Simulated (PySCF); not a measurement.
**Computed properties of C₂H₁₀ClNSi₂, SMILES C[Si@H](Cl)[C@H](N)[SiH3]**

C₂H₁₀ClNSi₂, SMILES C[Si@H](Cl)[C@H](N)[SiH3]. Coordinates come from a PBE0-D3(BJ)/def2-SVP optimisation. The structure was generated by enumeration; whether it is a known compound was not checked. The values are those of a single conformer. All values are computed for the isolated molecule unless a solvent is named; none is compared with measurement here.

**Structure.** All 42 harmonic modes at PBE0-D3(BJ)/def2-SVP (PySCF) are real, so it is a minimum. With heavy atoms numbered as in [CH3:1][Si@H:2]([Cl:3])[C@H:4]([NH2:5])[SiH3:6], the shortest bond between them is C4–N5 at 1.469 Å and the longest Si2–Cl3 at 2.090 Å.

**Vibrations.** The strongest infrared lines (harmonic, unscaled, degenerate partners summed) lie at 843 cm⁻¹ (367 km/mol, H 69 %, Si 11 %, C 11 %, N 9 %), 927 cm⁻¹ (125 km/mol, H 86 %, Si 10 %), 2217 cm⁻¹ (123 km/mol, H 97 %). The softest mode is at 45 cm⁻¹ and the zero-point energy is 73.7 kcal/mol.

**Electronic structure.** r2SCAN/def2-TZVP (PySCF) places the frontier levels at -5.68 and 0.06 eV, a gap of 5.74 eV, and gives a dipole moment of 2.08 D. PBE/def2-TZVP (PySCF) at the same geometry gives -5.43 and -0.35 eV, so its gap is 0.66 eV narrower. An orbital gap is neither the optical nor the fundamental gap.

**Excitations.** TDA-ωB97X/def2-SVPD (PySCF) has S1 at 6.39 eV (194 nm, f = 0.005, weak); the most intense of the 6 singlets computed lies at 7.93 eV (f = 0.09). T1 (TDA) is at 6.17 eV, 0.22 eV under S1. TDA-PBE/def2-SVPD (PySCF) puts S1 at 5.03 eV. No vertical singlet excitation falls in the visible range (under 3.1 eV).

**NMR.** GIAO shifts at HF/pcSseg-1 (PySCF) (non-relativistic, atoms alike by connectivity averaged): ¹³C from 2.5 to 20.1 ppm against TMS; ¹H from 0.7 to 4.9 ppm against TMS; ²⁹Si from -58.8 to 21.0 ppm against TMS. Without spin–orbit terms, shifts of atoms bonded to Cl or Br come out too high.

**Solvation.** SMD-B3LYP/def2-SVP (PySCF) gives -0.4 kcal/mol in water, -4.2 kcal/mol in N,N-dimethylformamide, -5.1 kcal/mol in 2-propanol (1 M in both phases, gas-phase geometry); of these solvents 2-propanol holds the molecule best.
